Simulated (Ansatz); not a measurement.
System: GaBr, charge 0, multiplicity 1. 
Geometry from a B3LYP-D3(BJ)/def2-TZVP (Ansatz, a quantum-chemistry and plane-wave program) optimisation:
```xyz
2

Ga     0.0000     0.0000    -1.2726
Br     0.0000     0.0000     1.1272
```

Computed values are from Ansatz. Cores are frozen in the correlated levels unless marked. UHF or UKS for open shells. Spin-orbit coupling is left out. Frozen are the shells of the preceding noble gas and the d and f shells that filled before the atom's block. Non-relativistic. CBS marks a two-point X^-3 extrapolation of the correlation energy; Hartree-Fock from the larger set (for Q and 5 zeta extrapolated as (X+1)exp(-9√X)).

The atomisation energy De comes out as 101.8 kcal/mol at CCSD(T)/CBS(cc-pVQZ,cc-pV5Z) and the vertical ionisation energy (to the doublet) comes out as 9.55 eV at CCSD(T)/CBS(aug-cc-pVTZ,aug-cc-pVQZ). The vertical electron affinity (to the doublet; negative means unbound) is 0.25 eV at CCSD(T)/CBS(aug-cc-pVTZ,aug-cc-pVQZ) and the total energy is -4496.1104 Eh at CCSD(T)/CBS(cc-pVQZ,cc-pV5Z). The dipole moment comes out as 2.62 D at CCSD(T)/aug-cc-pVDZ and the T1 diagnostic comes out as 0.012 at CCSD/cc-pV5Z.
